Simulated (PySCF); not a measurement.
## Molecular orbitals of MgSb⁻

PBE0 at R = 2.722 Å; Mg aug-cc-pVDZ, Sb aug-cc-pVDZ-PP with ECP28; scalar-relativistic core potentials (PySCF 2.14). State: ¹Σ⁺ (singlet), closed shell, a second solution, started from another occupation. Only the outer orbitals are listed, counted within each symmetry, core potentials removing the inner ones.

```tsv
orbital	occ.	ε (eV)	on Mg (%)	main shells (%)
7σ	2	-8.44	10	90 Sb s
8σ	2	-2.14	73	72 Mg s, 26 Sb p
4π	2	-0.05	17	83 Sb p, 16 Mg p
4π	2	-0.05	17	83 Sb p, 16 Mg p
9σ	0	0.92	63	36 Sb p, 35 Mg p, 28 Mg s
10σ	0	2.29	103	90 Mg p, 12 Mg s
5π	0	2.31	106	105 Mg p
```

Task: Which are the highest filled and the lowest empty level, where do they sit, and how wide is the gap?

Result: Highest filled 4π at -0.05 eV (in %: 83 Sb p, 16 Mg p); lowest empty 9σ at 0.92 eV (in %: 36 Sb p, 35 Mg p, 28 Mg s); the gap at PBE0 is 0.97 eV. An empty level above zero is unbound, and its energy depends on the basis.

```
bond order (Mayer)                                                                                                 : 1.92
⟨S²⟩                                                                                                               : 0.000
charge on Mg (Mulliken, basis-dependent)                                                                           : -0.35
charge on Mg (Löwdin, basis-dependent)                                                                             : -0.22
dipole moment (positive dipole points towards Sb; it is taken about the centre of mass and depends on that origin) : -0.83 D
```

Shares are Mulliken populations and can fall outside 0 to 100 %.

Closed-shell solutions of metal pairs were not tested for spin polarisation, which can lower them a little. Spin–orbit coupling is left out.
